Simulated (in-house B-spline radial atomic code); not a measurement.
**Ionising Se II (Se+) with different functionals**

Computed with a radial B-spline atomic code at the basis-set limit: scalar-relativistic (spin-free X2C) Hamiltonian, Fermi nucleus of rms radius 4.14 fm, spin-polarised at highest spin, spherical fractional occupations for the functionals, the average over the highest-spin determinants for Hartree-Fock. The ionisation energy is the difference of two self-consistent energies, [Ar] 3d10 4s2 4p3 → [Ar] 3d10 4s2 4p2, without Breit or QED terms; ε is the level of the shell that loses the electron (its least bound occupied spin orbital). There is no spin-orbit coupling in this Hamiltonian.

Hybrids are left out here: with spherical fractional occupations of an open shell their exact exchange keeps a self-interaction that integer-occupation calculations don't have.

| method | rung | ΔSCF (eV) | -ε(4p) (eV) |
| --- | --- | --- | --- |
| Hartree-Fock | Hartree-Fock | 20.96 | 21.43 |
| LDA VWN5 | LDA | 21.38 | 16.44 |
| LDA PW92 | LDA | 21.37 | 16.43 |
| LDA exchange-only | LDA | 20.39 | 15.52 |
| PBE | GGA | 21.31 | 16.40 |
| PBEsol | GGA | 21.31 | 16.39 |
| BLYP | GGA | 21.01 | 16.06 |
| RPBE | GGA | 21.30 | 16.39 |
| PW91 | GGA | 21.37 | 16.45 |
| BP86 | GGA | 21.37 | 16.44 |
| AM05 | GGA | 21.28 | 16.35 |
| OLYP | GGA | 21.24 | 16.29 |
| TPSS | meta-GGA | 21.46 | 16.57 |
| SCAN | meta-GGA | 21.80 | 16.94 |
| r2SCAN | meta-GGA | 21.79 | 16.92 |
| revTPSS | meta-GGA | 21.49 | 16.59 |

Task: How do they compare with the NIST value?

Result: NIST lists 21.20 eV ± 0.01 (measured, ground level to ground level). Errors run from -0.80 to +0.60 eV; OLYP is closest (+0.04 eV), but part of that can be cancellation, since the calculations leave out spin-orbit coupling, Breit-QED terms, multiplet and fine-structure energies. Hartree-Fock also lacks correlation.
